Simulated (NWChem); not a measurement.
System: SiH$_{3}$O$_{2}$Cl; SMILES O[SiH](O)Cl

Here is an NWChem input.

```
start job
memory heap 200 mb stack 900 mb global 1100 mb
geometry units angstroms noautosym nocenter noautoz
  Si    -0.021586     0.466942     0.406412
  O     -1.316883     1.240694    -0.236439
  O      1.362084     1.148431    -0.178892
  Cl     0.021084    -1.539311    -0.117733
  H     -0.168305     0.552160     1.870959
  H     -1.312303     1.396866    -1.186145
  H      2.123847     0.573157    -0.295054
end
basis spherical
  * library 6-31g*
end
dft
  xc hfexch
  iterations 150
end
property
  shielding
  efieldgrad
end
task dft property
```

NWChem printed, in part:

```
             Northwest Computational Chemistry Package (NWChem) 7.3.0
             --------------------------------------------------------

                             Geometry "geometry" -> ""
                             -------------------------

 Output coordinates in angstroms (scale by  1.889725989 to convert to a.u.)

  No.       Tag          Charge          X              Y              Z
 ---- ---------------- ---------- -------------- -------------- --------------
    1 Si                  14.0000    -0.02158600     0.46694200     0.40641200
    2 O                    8.0000    -1.31688300     1.24069400    -0.23643900
    3 O                    8.0000     1.36208400     1.14843100    -0.17889200
    4 Cl                  17.0000     0.02108400    -1.53931100    -0.11773300
    5 H                    1.0000    -0.16830500     0.55216000     1.87095900
    6 H                    1.0000    -1.31230300     1.39686600    -1.18614500
    7 H                    1.0000     2.12384700     0.57315700    -0.29505400

 Effective nuclear repulsion energy (a.u.)     228.3118858674

  xc_inp: hfexch multiplicative factor not found.
                              NWChem Property Module
                              ----------------------

  itol2e modified to match energy
  convergence criterion.

                                 NWChem DFT Module
                                 -----------------

 Summary of "ao basis" -> "ao basis" (spherical)
 ------------------------------------------------------------------------------
       Tag                 Description            Shells   Functions and Types
 ---------------- ------------------------------  ------  ---------------------
 Si                          6-31g*                  8       18   4s3p1d
 O                           6-31g*                  6       14   3s2p1d
 Cl                          6-31g*                  8       18   4s3p1d
 H                           6-31g*                  2        2   2s

  itol2e modified to match energy
  convergence criterion.

            General Information
            -------------------
          SCF calculation type: DFT
          Wavefunction type:  closed shell.
          No. of atoms     :     7
          No. of electrons :    50
           Alpha electrons :    25
            Beta electrons :    25
          Charge           :     0
          Spin multiplicity:     1
          Use of symmetry is: off; symmetry adaption is: off
          Maximum number of iterations: 150
          AO basis - number of functions:    70
                     number of shells:    34
          Convergence on energy requested:  1.00D-07
          Convergence on density requested:  1.00D-05
          Convergence on gradient requested:  5.00D-04

              XC Information
              --------------
                     Hartree-Fock (Exact) Exchange  1.000

      Superposition of Atomic Density Guess
      -------------------------------------

 Sum of atomic energies:        -899.27129232

      Non-variational initial energy
      ------------------------------

 Total energy =    -900.393893
 1-e energy   =   -1697.640457
 2-e energy   =     568.934677
 HOMO         =      -0.419920
 LUMO         =       0.065855

   convergence    iter        energy       DeltaE   RMS-Dens  Diis-err
 ---------------- ----- ----------------- --------- --------- ---------
 d= 0,ls=0.0,diis     1   -899.9212811145 -1.13D+03  9.59D-03  7.56D-01
 d= 0,ls=0.0,diis     2   -899.9864429214 -6.52D-02  3.31D-03  2.24D-01
 d= 0,ls=0.0,diis     3   -900.0077103002 -2.13D-02  8.77D-04  4.36D-03
 d= 0,ls=0.0,diis     4   -900.0083989536 -6.89D-04  2.53D-04  1.98D-04
 d= 0,ls=0.0,diis     5   -900.0084398904 -4.09D-05  5.93D-05  1.01D-05
  Resetting Diis
 d= 0,ls=0.0,diis     6   -900.0084425899 -2.70D-06  2.26D-05  7.83D-07
 d= 0,ls=0.0,diis     7   -900.0084428662 -2.76D-07  3.58D-06  3.73D-08
 d= 0,ls=0.0,diis     8   -900.0084428780 -1.18D-08  2.18D-06  6.54D-09

         Total DFT energy =     -900.008442878004
      One electron energy =    -1700.106250042427
           Coulomb energy =      637.446427032178
    Exchange-Corr. energy =      -65.660505735185
 Nuclear repulsion energy =      228.311885867430

 Numeric. integr. density =        0.000000000000

                       DFT Final Molecular Orbital Analysis
                       ------------------------------------

 Vector   23  Occ=2.000000D+00  E=-4.927403D-01
              MO Center=  1.5D-01, -9.5D-03,  2.8D-01, r^2= 3.6D+00
   Bfn.  Coefficient  Atom+Function         Bfn.  Coefficient  Atom+Function
  ----- ------------  ---------------      ----- ------------  ---------------
    54      0.436733  4 Cl py                37      0.270780  3 O  pz
    66     -0.234325  5 H  s                 41      0.227295  3 O  pz
    58      0.227773  4 Cl py                22      0.189655  2 O  py
     9     -0.172635  1 Si pz                50     -0.169795  4 Cl py
    65     -0.165397  5 H  s                 26      0.151992  2 O  py

 Vector   24  Occ=2.000000D+00  E=-4.698207D-01
              MO Center= -3.0D-02, -1.2D+00, -1.1D-01, r^2= 2.0D+00
   Bfn.  Coefficient  Atom+Function         Bfn.  Coefficient  Atom+Function
  ----- ------------  ---------------      ----- ------------  ---------------
    53      0.632768  4 Cl px                57      0.362710  4 Cl px
    49     -0.245072  4 Cl px                55      0.244589  4 Cl pz
    22     -0.174026  2 O  py                26     -0.145263  2 O  py
    59      0.140668  4 Cl pz                36      0.108697  3 O  py
    51     -0.094793  4 Cl pz                40      0.092730  3 O  py

 Vector   25  Occ=2.000000D+00  E=-4.655476D-01
              MO Center=  3.2D-02, -1.1D+00,  1.0D-01, r^2= 2.3D+00
   Bfn.  Coefficient  Atom+Function         Bfn.  Coefficient  Atom+Function
  ----- ------------  ---------------      ----- ------------  ---------------
    55      0.605898  4 Cl pz                59      0.350398  4 Cl pz
    53     -0.239993  4 Cl px                51     -0.234592  4 Cl pz
    66     -0.201608  5 H  s                 57     -0.138712  4 Cl px
    65     -0.131032  5 H  s                  9     -0.110534  1 Si pz
    49      0.092903  4 Cl px                36     -0.092263  3 O  py

 Vector   26  Occ=0.000000D+00  E= 1.704566D-01
              MO Center=  3.2D-01,  3.3D-01,  5.8D-01, r^2= 5.0D+00
   Bfn.  Coefficient  Atom+Function         Bfn.  Coefficient  Atom+Function
  ----- ------------  ---------------      ----- ------------  ---------------
    11      1.181935  1 Si px                24      0.639889  2 O  s
    38     -0.576643  3 O  s                 10      0.496557  1 Si s
    12     -0.398740  1 Si py                56     -0.322235  4 Cl s
    57     -0.270106  4 Cl px                40      0.206859  3 O  py
    66     -0.203815  5 H  s                 13      0.200273  1 Si pz

 Vector   27  Occ=0.000000D+00  E= 1.753583D-01
              MO Center=  2.2D-01,  9.7D-01, -5.3D-01, r^2= 4.7D+00
   Bfn.  Coefficient  Atom+Function         Bfn.  Coefficient  Atom+Function
  ----- ------------  ---------------      ----- ------------  ---------------
    10      0.914245  1 Si s                 38     -0.796486  3 O  s
    24     -0.729089  2 O  s                 70      0.560496  7 H  s
    13     -0.503686  1 Si pz                68      0.501613  6 H  s
    12      0.406695  1 Si py                27      0.215142  2 O  pz
    25     -0.191585  2 O  px                58     -0.179216  4 Cl py

 Vector   28  Occ=0.000000D+00  E= 1.884192D-01
              MO Center= -1.8D-01,  2.4D-01,  5.1D-01, r^2= 5.1D+00
   Bfn.  Coefficient  Atom+Function         Bfn.  Coefficient  Atom+Function
  ----- ------------  ---------------      ----- ------------  ---------------
    12      1.404758  1 Si py                10     -1.078932  1 Si s
    56      1.070472  4 Cl s                 58      0.703276  4 Cl py
     8      0.297955  1 Si py                13      0.263585  1 Si pz
    26     -0.262462  2 O  py                66      0.255325  5 H  s
    59      0.201207  4 Cl pz                68     -0.198678  6 H  s

     Multipole analysis of the density
     ---------------------------------

     L   x y z        total         alpha         beta         nuclear
     -   - - -        -----         -----         ----         -------
     0   0 0 0     -0.000000    -25.000000    -25.000000     50.000000

     1   1 0 0      0.526553     -0.739290     -0.739290      2.005133
     1   0 1 0      0.134498     -1.826336     -1.826336      3.787170
     1   0 0 1     -0.314381     -0.870958     -0.870958      1.427535

     2   2 0 0    -26.437838    -75.696299    -75.696299    124.954760
     2   1 1 0     -0.971798      3.010715      3.010715     -6.993228
     2   1 0 1      1.372541     -1.084254     -1.084254      3.541049
     2   0 2 0    -31.963539   -138.797754   -138.797754    245.631969
     2   0 1 1     -1.411552     -2.409861     -2.409861      3.408170
     2   0 0 2    -25.618618    -27.532376    -27.532376     29.446134

          -----------------------
          Electric field gradient
          -----------------------

 1 a.u. = 0.324123 10**(16) esu/cm**3  ( or statvolts/cm**2 ) = 0.97174 10**(22) v/m**2

[...]

          -----------------------------------------
          Chemical Shielding Tensors (GIAO, in ppm)
          -----------------------------------------

                                NWChem CPHF Module
                                ------------------

  scftype          =     RHF
  nclosed          =       25
  nopen            =        0
  variables        =     1125
  # of vectors     =        3
  tolerance        = 0.10D-03
  level shift      = 0.00D+00
  max iterations   =       50
  max subspace     =       30

 SCF residual:    3.2506940846680163E-005

Iterative solution of linear equations
  No. of variables     1125
  No. of equations        3
  Maximum subspace       30
        Iterations       50
       Convergence  1.0D-04

   iter   nsub   residual    time
   ----  ------  --------  ---------
     1      3    4.89D-01      24.2
     2      6    6.08D-02      26.9
     3      9    1.39D-02      29.7
     4     12    2.80D-03      32.4
     5     15    5.21D-04      35.1
     6     18    7.99D-05      37.9

      Atom:    1  Si
        Diamagnetic
    879.1449     -0.5080     -0.0175
     -0.5080    881.9969      0.1097
     -0.0175      0.1097    871.4875

        Paramagnetic
   -391.2822     -1.2526      9.1653
     -1.2526   -421.6470     -1.1846
      9.1653     -1.1846   -388.4877

        Total Shielding Tensor
    487.8627     -1.7606      9.1478
     -1.7606    460.3499     -1.0749
      9.1478     -1.0749    482.9998

           isotropic =     477.0708
          anisotropy =      26.9209

          Principal Components and Axis System
                 1           2           3
              495.0181    475.9689    460.2255

      1         0.7918     -0.6083      0.0554
      2        -0.0591      0.0140      0.9982
      3         0.6080      0.7936      0.0249

      Atom:    2  O
        Diamagnetic
    398.3456    -11.2484      7.8538
    -11.2484    388.6900     -7.1954
      7.8538     -7.1954    396.5794

        Paramagnetic
   -104.3643      4.4258     15.3063
      4.4258    -99.3484    -14.3160
     15.3063    -14.3160   -112.0691

        Total Shielding Tensor
    293.9813     -6.8226     23.1601
     -6.8226    289.3416    -21.5114
     23.1601    -21.5114    284.5103

           isotropic =     289.2777
          anisotropy =      52.1026

          Principal Components and Axis System
                 1           2           3
              324.0128    284.6858    259.1346

      1         0.5962      0.6792     -0.4281
      2        -0.5047      0.7317      0.4581
      3         0.6244     -0.0570      0.7790

      Atom:    3  O
        Diamagnetic
    409.2290      3.4806     -9.0010
      3.4806    392.1307     -3.0725
     -9.0010     -3.0725    383.0800

        Paramagnetic
    -94.9269      8.5823     -2.1695
      8.5823   -103.8354     -2.6136
     -2.1695     -2.6136   -128.2017

        Total Shielding Tensor
    314.3020     12.0629    -11.1705
     12.0629    288.2954     -5.6861
    -11.1705     -5.6861    254.8783

           isotropic =     285.8252
          anisotropy =      53.3285

          Principal Components and Axis System
                 1           2           3
              321.3776    283.6061    252.4920

      1         0.9127     -0.3770      0.1574
      2         0.3645      0.9255      0.1029
      3        -0.1845     -0.0366      0.9822

      Atom:    4  Cl
        Diamagnetic
   1145.7645     -0.1317     -0.1022
     -0.1317   1154.7490      1.8486
     -0.1022      1.8486   1145.4396

        Paramagnetic
   -243.1481     -3.5759     -3.2623
     -3.5759   -102.5029     69.5060
     -3.2623     69.5060   -254.8148

        Total Shielding Tensor
    902.6164     -3.7076     -3.3645
     -3.7076   1052.2461     71.3546
     -3.3645     71.3546    890.6248

           isotropic =     948.4957
          anisotropy =     196.3007

          Principal Components and Axis System
                 1           2           3
             1079.3629    902.5800    863.5444

      1        -0.0263      0.9985      0.0470
      2         0.9349      0.0413     -0.3525
      3         0.3539     -0.0347      0.9346

      Atom:    5  H
        Diamagnetic
     23.7026     -0.2953     -1.5155
     -0.2953     25.0065      1.8491
     -1.5155      1.8491     38.7834

        Paramagnetic
      0.3133      0.0888      0.7687
      0.0888      0.0465     -0.3327
      0.7687     -0.3327     -5.2074

        Total Shielding Tensor
     24.0159     -0.2065     -0.7467
     -0.2065     25.0530      1.5163
     -0.7467      1.5163     33.5760

           isotropic =      27.5483
          anisotropy =       9.5244

          Principal Components and Axis System
                 1           2           3
               33.8979     24.7982     23.9489

      1        -0.0778     -0.0898      0.9929
      2         0.1702      0.9801      0.1020
      3         0.9823     -0.1770      0.0609

      Atom:    6  H
        Diamagnetic
     20.1154     -2.8653      3.8706
     -2.8653     19.6700     -6.7748
      3.8706     -6.7748     43.1340

        Paramagnetic
      5.1573      0.7244     -0.5095
      0.7244      5.1554      1.5801
     -0.5095      1.5801     -2.7825

        Total Shielding Tensor
     25.2727     -2.1410      3.3612
     -2.1410     24.8254     -5.1948
      3.3612     -5.1948     40.3515

           isotropic =      30.1499
          anisotropy =      18.9360

          Principal Components and Axis System
                 1           2           3
               42.7739     25.0409     22.6348

      1         0.2149      0.8425      0.4940
      2        -0.2951     -0.4262      0.8552
      3         0.9310     -0.3295      0.1570

      Atom:    7  H
        Diamagnetic
     40.1266     -9.2124     -4.7277
     -9.2124     26.5224      1.4859
     -4.7277      1.4859     16.4277

        Paramagnetic
     -0.6202      3.3347      1.5661
      3.3347      2.6008     -0.5521
      1.5661     -0.5521      6.5125

        Total Shielding Tensor
     39.5064     -5.8777     -3.1616
     -5.8777     29.1232      0.9338
     -3.1616      0.9338     22.9402

           isotropic =      30.5233
          anisotropy =      18.2609

          Principal Components and Axis System
                 1           2           3
               42.6972     26.5198     22.3528

      1         0.9012      0.3888      0.1914
      2        -0.4015      0.9154      0.0309
      3        -0.1632     -0.1046      0.9810
```

Level: Hartree-Fock/6-31G* (spherical d), GIAO. Geometry: optimised at PBE0/def2-SVP. NWChem prints the field gradient with the sign opposite to the second derivative of the potential. The printed shielding anisotropy is the first printed principal value minus the mean of the other two.
